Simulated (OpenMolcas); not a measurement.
Lines of Ar3+: computed and rescaled rates

```
Program             : OpenMolcas 26.06
Method              : SS-CASPT2, IPEA 0.25 Eh, imaginary shift 0.1 Eh (closed shells correlated: 2s 2p)
Basis               : ANO-RCC [8s7p5d4f2g]
Scalar Hamiltonian  : DKH2, point nucleus
Active space        : 5 electrons in 8 orbitals (3s 3p 4s 4p)
State averaging     : 2S+1 = 4 odd, 1 root; 2S+1 = 2 odd, 8 roots; 2S+1 = 4 even, 3 roots; 2S+1 = 2 even, 9 roots
Spin-orbit coupling : state interaction with AMFI integrals over the reference wave functions, term energies averaged over their components
```

Rates come from the transition moments of the reference wave functions (E1 and E2 in the length form). At fixed line strength A goes as λ^-3 for E1 and M1 and as λ^-5 for E2, so a rate at the computed wavelength can be rescaled to the measured one. Measured vacuum wavelengths follow from level energies in Saloman, J. Phys. Chem. Ref. Data 39, 033101 (2010). Branching counts decays inside the model space alone, at computed energies, and the table is only a selection of the E2 and M1 lines, drawn from those between levels with measured partners whose computed energy lies within a factor of 1.5 of the measured one.

| Upper | Lower | Type | λ computed (nm) | λ measured (nm) | A computed (s-1) | A rescaled (s-1) | Branching % |
| --- | --- | --- | --- | --- | --- | --- | --- |
| 3s2 3p3 2P* 3/2 | 3s2 3p3 4S* 3/2 | M1 | 280.2 | 285.5 | 1.93e+00 |  | 59.0 |
| 3s2 3p3 2P* 1/2 | 3s2 3p3 4S* 3/2 | M1 | 281.2 | 286.9 | 7.86e-01 |  | 51.5 |
| 3s2 3p3 2P* 3/2 | 3s2 3p3 2D* 3/2 | M1 | 713.3 | 717.3 | 6.31e-01 |  | 19.3 |
| 3s2 3p3 2P* 1/2 | 3s2 3p3 2D* 3/2 | M1 | 719.8 | 726.5 | 3.85e-01 |  | 25.2 |
| 3s2 3p3 2P* 3/2 | 3s2 3p3 2D* 5/2 | M1 | 719.8 | 724 | 3.47e-01 |  | 10.6 |
| 3s2 3p3 2P* 3/2 | 3s2 3p3 2D* 5/2 | E2 | 719.8 | 724 | 2.53e-01 | 2.46e-01 | 7.7 |
| 3s2 3p3 2P* 1/2 | 3s2 3p3 2D* 3/2 | E2 | 719.8 | 726.5 | 2.17e-01 | 2.07e-01 | 14.2 |
| 3s2 3p3 2P* 1/2 | 3s2 3p3 2D* 5/2 | E2 | 726.4 | 733.4 | 1.39e-01 | 1.32e-01 | 9.1 |
| 3s2 3p3 2P* 3/2 | 3s2 3p3 2D* 3/2 | E2 | 713.3 | 717.3 | 1.10e-01 | 1.07e-01 | 3.4 |
| 3s2 3p3 2D* 3/2 | 3s2 3p3 4S* 3/2 | M1 | 461.6 | 474.1 | 1.63e-02 |  | 94.4 |
| 3s2 3p3 2D* 5/2 | 3s2 3p3 4S* 3/2 | E2 | 458.9 | 471.3 | 1.56e-03 |  | 80.5 |
| 3s2 3p3 2D* 3/2 | 3s2 3p3 4S* 3/2 | E2 | 461.6 | 474.1 | 9.72e-04 |  | 5.6 |
| 3s2 3p3 2D* 5/2 | 3s2 3p3 4S* 3/2 | M1 | 458.9 | 471.3 | 3.55e-04 |  | 18.4 |
| 3s2 3p3 2D* 5/2 | 3s2 3p3 2D* 3/2 | M1 | 79470 | 77400 | 2.14e-05 | 2.32e-05 | 1.1 |

Spin-changing lines and M1 lines between different terms are not rescaled, since their strength hangs on the term gaps too.

The largest correction is for 3s2 3p3 2D* 5/2 → 3s2 3p3 2D* 3/2 (M1): 2.14e-05 × (79470 / 77400)^3 = 2.32e-05 s-1, a factor of 1.08.

No measured rate stands beside these. Rescaling mends the energy factor alone: line strengths can still be far off where a level mixes with configurations outside the active space, and weak or spin-changing lines hang on small mixing coefficients that depend on the term gaps too, so rescaling need not improve them.

Term energies are means over components that CASPT2 splits; among the terms shown or strongly mixed into the levels shown the widest spread is 90 cm-1 (3s2 3p3 2D*). Over all roots computed the reference weight is 0.86 to 0.96; the roots of lowest weight are the least certain, and an intruder state may touch them. Active for correlation alone: 4p 4s; no level in the range computed is led by a configuration that fills them, so any true level of that kind is missing. Measured partners are found by configuration, term and J. A level has none where our copy of the source lacks it or the pairing is in doubt (some pairs that miss far off the trend of their configuration count as doubtful). Levels of configurations outside the active space are missing.

* marks odd parity.
